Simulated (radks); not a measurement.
Species: the antimony ion Sb9+. Configuration: [Kr] 4d6.

Calculated with a radial shooting solver on a logarithmic mesh with Libxc functionals: non-relativistic Kohn-Sham, LDA (Slater exchange, Perdew-Wang correlation), spin-unpolarised, spherical densities, point nucleus; relativity is left out, which matters for an element this heavy.

Energy parts (hartree):
| part | energy |
|---|---|
| total | -6285.35750 |
| kinetic | 6282.17989 |
| electron-nucleus | -14696.64272 |
| Hartree | 2284.08145 |
| exchange-correlation | -154.97612 |

Orbitals (lengths in bohr, moments of r in powers of bohr; <r^-3> diverges for s and p1/2):
orbital  occ.  eigenvalue (hartree)  <1/r>  <r^-3>
1s          2             -1076.805  50.43       -
2s          2             -165.1618  11.54       -
2p          6             -155.2091  11.56    4320
3s          2             -36.94895  4.181       -
3p          6             -32.81228  4.109   796.9
3d         10             -25.11868  3.975   128.3
4s          2             -10.51025  1.739       -
4p          6              -9.05860  1.650   164.3
4d          6              -6.55935  1.457   21.58

The highest occupied level is 4d at -178.49 eV. The electron density at the nucleus is 9.323e+04 e/bohr^3. For comparison, the ionisation energy in NIST's Atomic Spectra Database is 185 eV (theoretical). In exact Kohn-Sham theory the highest level is minus the ionisation energy, but local and semilocal functionals leave it too shallow, through self-interaction and a potential that decays too fast; potentials with the right tail come closer. Summed over all electrons, <r^2> = 13.96 bohr^2, which gives a Langevin (diamagnetic) susceptibility term of -11.1 x 10^-6 cm^3/mol. The density falls to 0.001 e/bohr^3 at r = 2.21 bohr.

Beside tabulated values, note that spin-unpolarised runs miss the spin-polarisation part of the exchange energy of open shells.
